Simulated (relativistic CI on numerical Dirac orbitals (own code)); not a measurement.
## Spin-allowed bands of a d2 ion in an octahedral site, by hand

Problem. Take Δ = 19100 cm⁻¹ and B = 590 cm⁻¹ for a d2 ion in an octahedral site. Calculate the three spin-allowed bands.

Working.
1. The terms of highest spin are 3F (energy 0) and 3P (15B = 8850 cm⁻¹). Here the F term splits into A2 at +1.2Δ = 22920, T2 at +0.2Δ = 3820 and T1 at −0.6Δ = -11460 cm⁻¹.
2. The two T1 states mix through the element 0.4Δ: H = [[-11460, 7640], [7640, 8850]], with roots ½(H₁₁ + H₂₂) ∓ ½√[(H₂₂ − H₁₁)² + 4H₁₂²] = ½(-2610) ∓ ½(25416) = -14013 and 11403 cm⁻¹.
3. The ground term is 3T1 at -14013 cm⁻¹.
4. Bands: 3T2 17833 cm⁻¹ (561 nm), 3T1(P) 25416 cm⁻¹ (393 nm), 3A2 36933 cm⁻¹ (271 nm).

Check. Exact diagonalisation of the whole d2 shell with these parameters gives 3T2 17833, 3T1 25416, 3A2 36933 cm⁻¹. The match is exact, since without spin-orbit coupling no other term has this spin. The ratio of the second band to the first, 1.425, depends on Δ/B = 32.4 alone, which is how a Tanabe-Sugano diagram is read.
